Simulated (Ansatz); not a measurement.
CH2O2Se, SMILES `O=C(O)[SeH]`, relaxed with RKS PBE0-D4/def2-TZVP in the Gaussian-basis code of Ansatz from a PBE-D4/def2-SVP geometry. The force threshold is 0.005 eV/Å; the program also tests the step.

Charge 0, multiplicity 1.

Start:

```xyz
6

O    -0.715   -0.569   -1.019
C    -0.120    0.070   -0.186
O    -0.021    1.418   -0.151
Se    0.862   -0.637    1.340
H    -0.525    1.743   -0.931
H     0.519   -2.025    0.947
```

Problem. How much energy does the relaxation release, and in how many steps? (Estimate.)

Solution. The calculation gave: 0.73 kcal/mol, in 5 steps, 1 of them rejected.

Problem. Which bonds change most? (An estimate is asked.)

Solution. The calculation gave: C2–Se4 from 1.947 to 1.921 Å; Se4–H6 from 1.483 to 1.466 Å; O1–C2 from 1.207 to 1.192 Å; O3–H5 from 0.983 to 0.969 Å.

Problem. Give the relaxed structure. (Best estimate.)

Solution. Ansatz gave: 
```xyz
6

O    -0.704   -0.563   -1.004
C    -0.117    0.069   -0.181
O    -0.025    1.404   -0.156
Se    0.850   -0.634    1.323
H    -0.520    1.733   -0.922
H     0.516   -2.009    0.940
```
